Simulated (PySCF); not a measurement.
First SCF of a structure search on doublet CoN(OH), at a hand-made linear (heavy-atom frame) geometry. PySCF input:

```python
from pyscf import gto, scf, dft
mol = gto.M(atom='''
Co     0.000000     0.000000     0.000000
N      0.000000     0.000000     1.630000
O      0.000000     0.000000    -1.740000
H      0.735400     0.000000    -2.357100''',
    basis={'Co': 'def2-TZVP', 'N': 'def2-TZVP', 'O': 'def2-TZVP', 'H': 'def2-TZVP'},
    charge=0, spin=1)
mf = dft.UKS(mol, xc='PBE0')
mf.grids.atom_grid = (50, 194)
aux = {'Co': 'def2-universal-JKFIT', 'N': 'def2-universal-JKFIT', 'O': 'def2-universal-JKFIT', 'H': 'def2-universal-JKFIT'}
mf = mf.density_fit(auxbasis=aux)
mf.conv_tol = 1e-08
mf.diis_space = 10
mf.max_cycle = 60
mf.init_guess = 'minao'
mf.verbose = 4
mf.kernel()
```

Excerpt of the output (cycles alone):

```
init E= -1511.9638807598
cycle= 1 E= -1494.68432356115  delta_E= 17.3  |g|= 5.58  |ddm|= 32.7
cycle= 2 E= -1446.70005588064  delta_E=   48  |g|= 13.4  |ddm|= 33.1
cycle= 3 E= -1488.28805520765  delta_E= -41.6  |g|= 9.75  |ddm|= 7.78
cycle= 4 E= -1490.28746634469  delta_E=   -2  |g|= 8.96  |ddm|= 2.97
cycle= 5 E= -1496.30402343877  delta_E= -6.02  |g|= 7.95  |ddm|=    4
cycle= 6 E= -1495.71461717839  delta_E= 0.589  |g|= 7.13  |ddm|= 3.18
cycle= 7 E= -1501.20692894719  delta_E= -5.49  |g|= 6.44  |ddm|= 3.11
cycle= 8 E= -1506.72578951375  delta_E= -5.52  |g|= 4.77  |ddm|= 4.39
cycle= 9 E= -1505.63774483266  delta_E= 1.09  |g|= 4.69  |ddm|= 1.49
cycle= 10 E= -1507.82105383537  delta_E= -2.18  |g|= 4.15  |ddm|= 1.44
cycle= 11 E= -1509.44143893123  delta_E= -1.62  |g|= 3.76  |ddm|= 0.707
cycle= 12 E= -1491.24895550897  delta_E= 18.2  |g|=  5.9  |ddm|= 32.5
cycle= 13 E= -1508.38016583338  delta_E= -17.1  |g|= 4.02  |ddm|= 32.5
... 33 lines left out ...
cycle= 47 E= -1512.91394885029  delta_E= 6.27e-06  |g|= 0.000515  |ddm|= 0.0201
cycle= 48 E= -1512.91394944191  delta_E= -5.92e-07  |g|= 0.000524  |ddm|= 0.00455
cycle= 49 E= -1512.91394993008  delta_E= -4.88e-07  |g|= 0.000286  |ddm|= 0.0027
cycle= 50 E= -1512.91395028782  delta_E= -3.58e-07  |g|= 0.000186  |ddm|= 0.00195
cycle= 51 E= -1512.91395076869  delta_E= -4.81e-07  |g|= 0.000106  |ddm|= 0.00282
cycle= 52 E= -1512.91395088148  delta_E= -1.13e-07  |g|= 6.74e-05  |ddm|= 0.00129
cycle= 53 E= -1512.91395089981  delta_E= -1.83e-08  |g|= 3.28e-05  |ddm|= 0.000582
cycle= 54 E= -1512.913950904  delta_E= -4.2e-09  |g|= 2.05e-05  |ddm|= 0.00019
Extra cycle  E= -1512.91395090548  delta_E= -1.48e-09  |g|= 3.34e-05  |ddm|= 5.67e-05
converged SCF energy = -1512.91395090548  <S^2> = 1.8262895  2S+1 = 2.8818671
```

This is not the lowest solution: another start and a stability analysis within the same unrestricted form found one 25.7 kJ/mol lower, at -1512.92375 Eh.

With open d or f shells other occupations or spin states may lie lower.

The search for the lowest solution, 3 starts and the stability check together, took 35 s on 4 threads of a shared Arm Neoverse V2 host, with 113 basis functions; the process peaked at 0.51 GiB.
